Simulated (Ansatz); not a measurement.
```
atom    x (Å)    y (Å)   z (Å)
   C   0.6700   0.7850  0.0000
   C  -0.6700   0.7850  0.0000
   C  -0.6700  -0.7850  0.0000
   C   0.6700  -0.7850  0.0000
   H   1.4407   1.5557  0.0000
   H  -1.4407   1.5557  0.0000
   H  -1.4407  -1.5557  0.0000
   H   1.4407  -1.5557  0.0000
```

Basis set: cc-pVDZ (spherical functions). Correlated methods keep 4 orbitals frozen. Charge 0, multiplicity 1.

Computed with Ansatz (development build ahead of 0.2.0); each method stands on the lowest determinant of its kind that the runs found. Restricted open shells among the atoms or ions are ROHF, correlated in semicanonical orbitals with singles.

The atomization energy at this shape (free ground-state atoms in the same class of orbitals less the molecule, no zero-point energy) of singlet C₄H₄:

```csv
method,atomization energy
RHF,2438.0 kJ/mol
```

(1) What does RHF-MP2 give?

Answers

(1) 3231.0 kJ/mol.
